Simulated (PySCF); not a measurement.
Predicted microwave data (PBE0/pcSseg-1 in PySCF (dipole) on a GFN2-xTB geometry, gas phase) for one isomer of C3H12OSi3:

* Rotational constants: A = 3221, B = 530.6, C = 520.1 MHz
* Dipole components: |μa| = 0.16 D, |μb| = 0.00 D, |μc| = 0.02 D
* Inertial defect: -137.69 u·Å²
* κ: -0.99

**Question.** Which candidate fits, each taken in the one conformer that was computed?
A. `[SiH3:1][O:2][SiH2:3][CH2:4][C@H:5]1[CH2:6][SiH2:7]1` with O2–Si3–C4–C5 -179°, Si3–C4–C5–C6 74°
B. `[CH2:1]=[CH:2][CH2:3][Si@H:4]([SiH3:5])[O:6][SiH3:7]` with C1–C2–C3–Si4 103°, C2–C3–Si4–Si5 53°, C3–Si4–O6–Si7 23°
C. `[CH3:1][C@H:2]1[CH2:3][SiH2:4][O:5][SiH2:6][SiH2:7]1` with C1–C2–C3–Si4 59°, C2–C3–Si4–O5 40°, C3–Si4–O5–Si6 -9°, Si4–O5–Si6–Si7 5°
D. `[O:1]=[CH:2][SiH2:3][CH2:4][SiH2:5][CH2:6][SiH3:7]` with O1–C2–Si3–C4 23°, C2–Si3–C4–Si5 -35°, Si3–C4–Si5–C6 -49°, C4–Si5–C6–Si7 -56°
E. `[CH2:1]=[CH:2][CH2:3][SiH2:4][SiH2:5][O:6][SiH3:7]` with C1–C2–C3–Si4 -102°, C2–C3–Si4–Si5 -57°, C3–Si4–Si5–O6 173°, Si4–Si5–O6–Si7 -87°
F. `[SiH3:1][SiH2:2][O:3][SiH2:4][CH:5]1[CH2:6][CH2:7]1` with Si1–Si2–O3–Si4 -175°, Si2–O3–Si4–C5 -176°, O3–Si4–C5–C6 173°

**Answer.** E. It is C=CC[SiH2][SiH2]O[SiH3], a near-prolate asymmetric top, point group C1. The candidates at the same level (rigid rotor, commonest isotopes):

```csv
SMILES,A (MHz),B (MHz),C (MHz),μa (D),μb (D),μc (D),Δ (u·Å²),point group,rotor
C=CC[SiH2][SiH2]O[SiH3],3221,530.6,520.1,0.16,0.00,0.02,-137.69,C1,near-prolate asymmetric top
O=C[SiH2]C[SiH2]C[SiH3],1848,856.1,817.0,1.14,1.53,0.37,-245.23,C1,near-prolate asymmetric top
[SiH3][SiH2]O[SiH2]C1CC1,2792,607.6,524.9,0.46,0.17,0.04,-49.99,C1,near-prolate asymmetric top
[SiH3]O[SiH2]C[C@H]1C[SiH2]1,5012,471.6,449.7,0.39,0.51,0.28,-48.72,C1,near-prolate asymmetric top
C=CC[Si@H]([SiH3])O[SiH3],1435,1114,788.0,0.22,0.59,0.15,-164.37,C1,asymmetric top
C[C@H]1C[SiH2]O[SiH2][SiH2]1,1609,1582,991.4,0.92,1.16,0.19,-123.64,C1,near-oblate asymmetric top
```

`[SiH3]O[SiH2]C[C@H]1C[SiH2]1` has A 56 % too high; `[SiH3][SiH2]O[SiH2]C1CC1` has B 15 % too high; `C[C@H]1C[SiH2]O[SiH2][SiH2]1` has B 198 % too high; `C=CC[Si@H]([SiH3])O[SiH3]` has B 110 % too high; `O=C[SiH2]C[SiH2]C[SiH3]` has B 61 % too high. No structure here is proved a minimum.
